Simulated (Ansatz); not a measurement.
Input and output for Ir(PH3)2H5 (P₂IrH₁₁).

```yaml
crystal:
  periodic: [false, false, false]
  atoms:
    - {symbol: Ir, position_ang: [0.001272, 0.000041, -0.000001]}
    - {symbol: P, position_ang: [-0.004217, -0.012774, 2.295420]}
    - {symbol: H, position_ang: [0.820191, -0.950915, 2.991227]}
    - {symbol: H, position_ang: [-1.228582, -0.265204, 2.989007]}
    - {symbol: H, position_ang: [0.389294, 1.165473, 3.003375]}
    - {symbol: P, position_ang: [0.003107, 0.012759, -2.295441]}
    - {symbol: H, position_ang: [-0.875246, 0.901161, -2.990717]}
    - {symbol: H, position_ang: [-0.323733, -1.187355, -3.000170]}
    - {symbol: H, position_ang: [1.208860, 0.335206, -2.992833]}
    - {symbol: H, position_ang: [1.653464, -0.004583, 0.019071]}
    - {symbol: H, position_ang: [0.518315, 1.569169, -0.011767]}
    - {symbol: H, position_ang: [-1.331555, 0.976143, 0.021719]}
    - {symbol: H, position_ang: [-1.338910, -0.966720, -0.015598]}
    - {symbol: H, position_ang: [0.507719, -1.572400, -0.013281]}
basis:
  gaussian: {orbitals: def2-SVPD}
hamiltonian: {xc: {name: r2SCAN}}
scf: {omitted_lower_state_checks: [starts]}
output: {forces: true}
```

```sh
$ ansatz run in.yaml --threads 2 --pin off --events-out ev --progress --plain --max-ram 4352MiB
```

It prints (some lines left out):

```
Functional definition: r2SCAN
1472 factors; their error is unknown
mean field evaluation 1: about -21589.7864 eV, gradient 2.4e1 eV
mean field evaluation 2: about -21575.9606 eV, gradient 8.6e1 eV
mean field evaluation 4: about -21591.5563 eV, gradient 9.9e-1 eV
mean field evaluation 8: about -21591.5216 eV, gradient 2.0e-1 eV
mean field evaluation 16: about -21591.5217 eV, gradient 1.8e-5 eV
mean field -21591.52165781 eV, -793.4737856654 hartree, gradient 1.8e-5 eV, S^2 0.000000; 0 other end points of the search recorded, 0 dependent functions left out
reference -21591.52167471 eV, -793.4737862867 hartree; 29, 29 occupied and 142, 142 virtual orbitals, 1472 factors
Total energy: -21591.52167471 eV, -793.4737862867 hartree
Atom 0 at     0.001272     0.000041    -0.000001 Å, force    -0.000813     0.000374     0.000261 eV/Å
Atom 1 at    -0.004217    -0.012774     2.295420 Å, force    -0.001508    -0.004398     0.200594 eV/Å
Atom 2 at     0.820191    -0.950915     2.991227 Å, force    -0.124310     0.144154    -0.111459 eV/Å
Atom 3 at    -1.228582    -0.265204     2.989007 Å, force     0.186621     0.039881    -0.110796 eV/Å
Atom 4 at     0.389294     1.165473     3.003375 Å, force    -0.059745    -0.180230    -0.114213 eV/Å
Atom 5 at     0.003107     0.012759    -2.295441 Å, force     0.000322    -0.002103    -0.200548 eV/Å
Atom 6 at    -0.875246     0.901161    -2.990717 Å, force     0.135279    -0.135001     0.111830 eV/Å
Atom 7 at    -0.323733    -1.187355    -3.000170 Å, force     0.049609     0.182845     0.112252 eV/Å
Atom 8 at     1.208860     0.335206    -2.992833 Å, force    -0.184337    -0.047760     0.112493 eV/Å
Atom 9 at     1.653464    -0.004583     0.019071 Å, force    -0.154986     0.000367    -0.006568 eV/Å
Atom 10 at     0.518315     1.569169    -0.011767 Å, force    -0.048925    -0.146168     0.007077 eV/Å
Atom 11 at    -1.331555     0.976143     0.021719 Å, force     0.124713    -0.091196    -0.007405 eV/Å
Atom 12 at    -1.338910    -0.966720    -0.015598 Å, force     0.126140     0.091212     0.003731 eV/Å
Atom 13 at     0.507719    -1.572400    -0.013281 Å, force    -0.048060     0.148023     0.002750 eV/Å
Dipole moment:    -0.001061    -0.000023     0.000026 e Å
Checks for a lower state left out: starts
```

Run time 9.5 s (2 threads of Arm Neoverse V1 on a shared host).

In the def2 sets Ir takes a core potential; there is no spin–orbit coupling.
